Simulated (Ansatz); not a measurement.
CH3N (SMILES C[N]): geometry of the low-spin state from B3LYP-D3(BJ)/def2-TZVP.
(charge 0, multiplicity 1):
```xyz
5

C     -0.53330     0.06064     0.04042
N      0.85402    -0.09711    -0.06473
H     -0.87228    -0.09288     1.07790
H     -0.84184     1.07256    -0.26885
H     -1.06425    -0.66376    -0.59846
```

The values were computed with Ansatz (a quantum-chemistry and plane-wave program). 

Broken-symmetry (BS) and triplet (T) solutions at this geometry:

```json
[
 {"level": "U-PBE/def2-TZVPP", "E(BS) (hartree)": "-94.442769", "⟨S²⟩ BS": "1.004", "E(T) (hartree)": "-94.460282", "⟨S²⟩ T": "2.006"},
 {"level": "U-B3LYP/def2-TZVPP", "E(BS) (hartree)": "-94.572526", "⟨S²⟩ BS": "1.005", "E(T) (hartree)": "-94.590784", "⟨S²⟩ T": "2.008"},
 {"level": "U-PBE0/def2-TZVPP", "E(BS) (hartree)": "-94.453075", "⟨S²⟩ BS": "1.006", "E(T) (hartree)": "-94.472787", "⟨S²⟩ T": "2.009"},
 {"level": "U-wB97X-V/def2-TZVPP", "E(BS) (hartree)": "-94.531833", "⟨S²⟩ BS": "1.004", "E(T) (hartree)": "-94.552144", "⟨S²⟩ T": "2.008"}
]
```

### Question
Give the raw gap E(BS) − E(T) and the gap after approximate spin projection, (E_BS − E_T)⟨S²⟩_T/(⟨S²⟩_T − ⟨S²⟩_BS).

### Answer

- U-PBE/def2-TZVPP: raw 11.0, projected 22.0 kcal/mol
- U-B3LYP/def2-TZVPP: raw 11.5, projected 22.9 kcal/mol
- U-PBE0/def2-TZVPP: raw 12.4, projected 24.8 kcal/mol
- U-wB97X-V/def2-TZVPP: raw 12.7, projected 25.5 kcal/mol
The rule takes the triplet as the only contaminant. For comparison FIC-MRCISD+Q on SA-CASSCF(2,2)/cc-pVTZ gives 34.4 kcal/mol at this geometry.
